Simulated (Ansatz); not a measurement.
Compare A (`FC(F)C(F)C(F)(F)F`) with its isomer B (`FC(F)(F)CC(F)(F)F`).

Program: Ansatz. Geometries: PBE0-D4/def2-TZVP. ΔE: electronic, gas phase. CBS: MP2 limit from def2 TZ/QZ plus the TZ coupled-cluster correction, frozen cores. Functionals use def2-TZVPP. B3LYP here is the variant with VWN-RPA as its local correlation; programs differ in this. One conformer a species, not always the lowest.

A:

Z-matrix (Å, degrees):
```
C
F 1 1.345
C 1 1.522 2 110.8
F 1 1.351 2 108.0 3 -118.5
H 1 1.095 2 109.1 3 123.4
F 3 1.359 1 110.2 2 -52.2
C 3 1.526 1 113.1 2 70.0
H 3 1.095 1 108.0 2 -171.7
F 7 1.331 3 110.2 1 175.6
F 7 1.340 3 109.1 1 57.0
F 7 1.326 3 112.8 1 -63.4
```

B:

Z-matrix (Å, degrees):
```
C
F 1 1.333
F 1 1.340 2 107.5
F 1 1.333 2 107.8 3 115.6
C 1 1.513 2 112.4 3 -120.0
C 5 1.513 1 115.9 2 -60.5
H 5 1.090 1 108.0 2 60.8
H 5 1.090 1 108.0 2 178.1
F 6 1.340 5 109.0 1 -179.7
F 6 1.333 5 112.4 1 -60.6
F 6 1.333 5 112.4 1 61.2
```

Problem. Which isomer does CCSD(T)/CBS put lower? Give the gap. (Best estimate.)

Solution. The calculation gave: B, by 80.6 kJ/mol.

Problem. Give E(B) − E(A) in kJ/mol with BLYP-D4, CCSD/def2-TZVPP, B3LYP-D4, PBE0-D4, B2PLYP, CCSD(T)/def2-SVP, CCSD(T)/def2-TZVPP. (An estimate is asked.)

Solution. The calculation gave: BLYP-D4 -72.9, CCSD/def2-TZVPP -81.4, B3LYP-D4 -76.8, PBE0-D4 -83.2, B2PLYP -79.9, CCSD(T)/def2-SVP -94.3, CCSD(T)/def2-TZVPP -81.9. None reverses the order clearly.

Problem. Does the order hold for the free energy at 298.15 K (harmonic terms from PBE0-D4)? (Best estimate.)

Solution. Ansatz gave: Yes: G(B) − G(A) = -80.1 kJ/mol, for one conformer each. Modes under 60 cm⁻¹, often nearly free rotors, make the harmonic entropy too high.

Largest T1 diagnostic: 0.012.

From BLYP to BHLYP (50 % exact exchange), in def2-TZVPP and without D4, E(B) − E(A) moves by −7.7 kJ/mol. Leaving LDA and LC-ωPBE aside and taking each functional with its dispersion term where it has one, the values, not all of them listed here, spread over 14.9 kJ/mol, from r2SCAN0-D4 to BLYP-D4. LDA lies −9.5 kJ/mol from PBE without D4.
